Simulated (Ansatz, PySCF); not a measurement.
Process, species as SMILES: C[NH+](C)C -> CC[NH2+]C
Geometries: B3LYP-D3(BJ)/def2-TZVP minima from Ansatz (a quantum-chemistry and plane-wave program), one conformer each, not searched for the lowest. Frequencies are from Ansatz or PySCF.

Property: isomerisation energy (0 K, with B3LYP-D3(BJ) harmonic zero-point energies), in eV. Cores are frozen in the correlated levels unless marked. No spin-orbit coupling. Non-relativistic. CBS marks a two-point X^-3 extrapolation of the correlation energy; Hartree-Fock from the larger set. [CCSD(T)-MP2]/basis is that difference in the basis named.

```
level                                                     program  isomerisation energy (eV)
-------------------------------------------------  --------------  -------------------------
PBE-D4/def2-TZVPD                                  Ansatz + dftd4                          …
BLYP/def2-TZVPD                                            Ansatz                      -0.19
revPBE-D3(BJ)/def2-TZVPD                           Ansatz + dftd3                      -0.19
r2SCAN/def2-TZVPD                                          Ansatz                      -0.18
B97M-V/def2-TZVPD                                          Ansatz                      -0.19
B3LYP-D3(BJ)/def2-TZVPD                            Ansatz + dftd3                      -0.15
PBE0/def2-SVP                                              Ansatz                      -0.21
PBE0/def2-TZVP                                             Ansatz                      -0.21
BHLYP-D3(BJ)/def2-TZVPD                            Ansatz + dftd3                      -0.15
r2SCANh-D4/def2-TZVPD                              Ansatz + dftd4                      -0.18
CAM-B3LYP/def2-TZVPD                                       Ansatz                      -0.16
wB97M-V/def2-TZVPD                                         Ansatz                      -0.16
B2GP-PLYP/def2-TZVPD                                       Ansatz                      -0.15
RPA@PBE/cc-pVTZ                                            Ansatz                          …
SCS-MP2/STO-3G                                             Ansatz                       0.03
SCS-MP2/cc-pVDZ                                            Ansatz                      -0.13
CCSD/6-31G                                                 Ansatz                      -0.18
RI-MP2/CBS(cc-pVTZ,cc-pVQZ)+[CCSD(T)-MP2]/cc-pVDZ          Ansatz                      -0.13
```

Q: Complete the blanks.

A: 
- PBE-D4/def2-TZVPD, isomerisation energy (eV): -0.20
- RPA@PBE/cc-pVTZ, isomerisation energy (eV): -0.10
